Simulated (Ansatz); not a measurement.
The first iterations of a band of BF$_{2}$H$_{4}$NSi (9 atoms, charge 0, multiplicity 1).

Computed with RKS r2SCAN-D4/def2-mTZVP (Ansatz).

```
movable images  : 7
climbing image  : yes
spring          : 5.0 eV/Å²
optimiser       : quadratic models (default)
start path      : IDPP
force threshold : 0.05 eV/Å
iteration limit : 60
end points      : relaxed
```

First end point:

```xyz
9
Properties=species:S:1:pos:R:3
F -2.303 0.272 1.436
B -1.479 0.061 0.403
N -0.085 0.073 0.619
Si 1.145 -0.145 -0.579
F 1.719 1.270 -1.079
H -1.949 -0.138 -0.676
H 0.212 0.263 1.574
H 2.284 -0.872 0.023
H 0.544 -0.830 -1.739
```

Last end point:

```xyz
9
Properties=species:S:1:pos:R:3
F -1.968 0.168 -0.775
B -1.483 0.112 0.472
N -0.090 -0.035 0.650
Si 1.134 -0.134 -0.579
F 1.627 1.331 -1.018
H -2.245 0.183 1.387
H 0.225 -0.043 1.614
H 2.302 -0.828 0.006
H 0.586 -0.799 -1.774
```

| iteration | highest image above the first end (eV) | largest band force component (eV/Å) |
| --- | --- | --- |
| 1 | 0.874 | 1.604 |
| 2 | 0.824 | 0.689 |

Problem. Does the band converge within its limit, and where does its top end?

Solution. The run converged. It ended after 6 iterations with the highest image 0.813 eV above the first end. A vibrational analysis at the climbing image gives one clearly imaginary mode, 488i cm⁻¹: a first-order saddle point.

Time of the run: 88 s on 2 threads of AMD EPYC 9R14 (Zen 4), with other jobs on the host, peak memory 0.18 GiB.
